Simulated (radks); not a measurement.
Q: All-electron atom: Tl12+ in [Xe] 4f13 6s2 (not the ground configuration). Calculated with a radial shooting solver on a logarithmic mesh with Libxc functionals: Dirac Kohn-Sham, PBE, spin-unpolarised, spherical densities, finite nucleus; open shells fill j = l - 1/2 first; Fermi nuclear charge, rms radius 5.4759 fm.

Spin-orbit splittings of the eigenvalues, e(l+1/2) - e(l-1/2), with zeta = 2 splitting/(2l+1) and mean radii in bohr:

| shell | occ. | splitting (eV) | zeta (eV) | <r> j=l-1/2 | <r> j=l+1/2 |
|---|---|---|---|---|---|
| 2p | 6 | 2065 | 1377 | 0.05589 | 0.06468 |
| 3p | 6 | 459.5 | 306.3 | 0.1673 | 0.1834 |
| 3d | 10 | 98.17 | 39.27 | 0.1594 | 0.1643 |
| 4p | 6 | 113.0 | 75.31 | 0.3913 | 0.4249 |
| 4d | 10 | 21.27 | 8.510 | 0.4291 | 0.4398 |
| 4f | 13 | 4.858 | 1.388 | 0.4492 | 0.4548 |
| 5p | 6 | ? | ? | 0.8675 | 0.9317 |

Estimate the 5p splitting.

A: 25.49 eV (zeta = 16.99 eV).
